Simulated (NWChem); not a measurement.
Species: NH₃Te; SMILES N[TeH]

Computed with NWChem. def2 effective core potentials on Te; no spin-orbit coupling. Each level has its own optimisation; frequencies are unscaled.

```tsv
level	r H–Te (Å)	r N–Te (Å)	r H–N (Å)	highest harmonic frequency (cm⁻¹)	lowest (cm⁻¹)	zero-point energy (kcal/mol)
LDA (Slater exchange, VWN5)/def2-SVP (core potentials)	1.702	2.036	1.028	3550	432	19.5
Hartree-Fock/STO-3G (all-electron, non-relativistic)	1.630	2.036	1.029	4116	354	23.6
PBE/def2-SVP (core potentials)	1.703	2.079	1.029	3508	397	19.4
PBE0/def2-SVP (core potentials)	1.682	2.046	1.018	3659	417	20.2
```
